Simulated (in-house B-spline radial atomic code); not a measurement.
Settings and results of a run for Ga²⁺. Level of theory: scalar-relativistic (X2C) RPBE, spin-polarised, spherical fractional occupations, Fermi nucleus of rms radius 3.9973 fm; calculated with an all-electron radial atomic-structure program (B-spline basis).

Command:
```bash
python run_scf.py task.json out
```
Settings (nuclear radius in fm, mass in u):
```
Z                31
configuration    [Ar] 3d10 4s1
hamiltonian      x2c
method           rpbe,pbe
spin_polarised   True
nucleus          fermi
rms_radius       3.9973
atomic_mass      68.92557
speed_of_light   137.035999084
```

Output (hartree, bohr):
```
 radial grid: 73 intervals, B-splines of order 8, outer radius 38.5185 bohr

 iter        energy (Eh)    residual
    1       -1941.520983    3.64e-01
    2       -1940.603695    2.99e-01
    3       -1942.736649    7.57e-02
    4       -1942.857049    2.53e-02
    5       -1942.811751    4.84e-02
    6       -1942.877666    1.36e-03
    7       -1942.877711    7.11e-05
    8       -1942.877711    1.50e-06
    9       -1942.877711    4.92e-07
   10       -1942.877711    9.61e-08

 total energy                     -1942.87771
 kinetic                            1981.2730
 electron-nucleus                  -4666.4782
 Hartree                             817.8847
 exchange-correlation                -75.5572

 orbital      occ     eigenvalue          <r>       <r^2>       <1/r>       r_max
 1s up      1.000      -376.3499    0.0482207  0.00314115     31.8966     0.03135
 1s down    1.000      -376.3475    0.0482208  0.00314117     31.8965     0.03135
 2s up      1.000       -47.0949     0.217502   0.0558745     6.94367      0.1824
 2s down    1.000       -47.0944     0.217506   0.0558762     6.94345      0.1824
 2p up      3.000       -41.0830     0.190597   0.0445418     6.72344      0.1463
 2p down    3.000       -41.0822     0.190601   0.0445436      6.7233      0.1463
 3s up      1.000        -6.1879     0.652038    0.491095     2.19915      0.5648
 3s down    1.000        -6.1857     0.651608    0.490257     2.20009      0.5648
 3p up      3.000        -4.3767     0.679585    0.544842     2.03053      0.5674
 3p down    3.000        -4.3734     0.678562    0.542795      2.0326      0.5673
 3d up      5.000        -1.4460     0.801722    0.833233     1.65476      0.5344
 3d down    5.000        -1.4366     0.793697    0.813867     1.66528      0.5337
 4s up      1.000        -0.9750       2.0759     4.90734    0.629295       1.783
```

Time taken, with all properties: 0.29 s on 1 thread of Arm Neoverse V1, with other jobs on the host.

One-electron X2C: radii and densities carry no picture-change correction, so inner-shell <1/r> comes out high (for 1s by about 2 % at Z = 33, 5 % at 54, 10 % at 75, 30 % at 118) and <r> low.
